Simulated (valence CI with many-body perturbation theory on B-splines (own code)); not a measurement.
# Au⁴⁶⁺: what the settings do

Calculated by relativistic CI+MBPT: five valence electrons over a frozen Dirac-Fock core [Ar] 3d10, radial functions for each j: 6 s, 6 p, 5 d, 3 f, 1 g, with the one-electron correlation potential Σ1, the two-electron term Σ2, the three-electron term Σ3, Breit, model QED; selected CI, second order for the rest (own B-spline code, finite nucleus).

The last digits are not significant, and no measured levels were compared; by estimate large intervals hold to a few tenths of a per cent, small ones and those within an open d or f shell to about a per cent. Among the levels kept, up to 380 cm⁻¹ of a level comes from second order outside the variational space, and about a tenth of that is noise between levels of different J, which matters for small intervals.

The reference run has the lowest level (4s^2 4p1/2^2 4p3/2) J=3/2 and an ionisation energy of 2445.17 eV. Its largest variational space holds 9999 state functions.

Levels are named by their leading jj configuration (3d3/2^4 stands for four electrons in 3d with j = 3/2), which in mixed levels can hold well under half, so a name can repeat and another be missing. Letters in brackets count levels of one name in rising energy.

Changed runs:
A. Breit term on → off
B. correlating orbitals by l 3 3 3 2 1 → 4 4 0 0 0
C. orbitals per symmetry with explicit Σ2 and valence Breit (the others get mean screening factors) 5 → 2
D. cutoff of virtual states (hartree) 12482 → 433.5 (bad on purpose)

Excitation energies of the reference run in cm⁻¹, and shifts in cm⁻¹:

| Level | Reference | A | B | C | D |
| --- | --- | --- | --- | --- | --- |
| (4s^2 4p1/2 4p3/2^2) J=3/2 | 1037580 | +12124 | -355 | +42 | -204 |
| (4s^2 4p1/2 4p3/2^2) J=5/2 | 1085990 | +12707 | +253 | +45 | -207 |
| (4s^2 4p1/2 4p3/2^2) J=1/2 | 1147110 | +11942 | +597 | +67 | -210 |
| (4s^2 4p1/2^2 4d3/2) J=3/2 | 1387060 | +3240 | +979 | -50 | -108 |
| (4s^2 4p1/2^2 4d5/2) J=5/2 | 1670020 | +8064 | +997 | -24 | -197 |
| (4s 4p1/2^2 4p3/2^2) J=5/2 | 1943820 | +2998 | -123 | +12 | +222 |
| (4s 4p1/2^2 4p3/2^2) J=1/2 | 2069560 | +2344 | +392 | +38 | +233 |
| (4s 4p1/2^2 4p3/2^2) J=3/2 | 2085700 | +3119 | +367 | +24 | +220 |
| (4s^2 4p3/2^3) J=3/2 | 2193530 | +24153 | +316 | +106 | -410 |
| (4s^2 4p1/2 4p3/2 4d3/2) J=5/2 [a] | 2417970 | +16045 | +536 | -15 | -316 |
| (4s^2 4p1/2 4p3/2 4d3/2) J=3/2 [a] | 2422530 | +15562 | +338 | -12 | -305 |
| (4s^2 4p1/2 4p3/2 4d3/2) J=1/2 [a] | 2424170 | +15243 | +247 | -13 | -311 |
| Ionisation energy (eV) | 2445.17 | +1.89 | -0.20 | +0.031 | -0.18 |
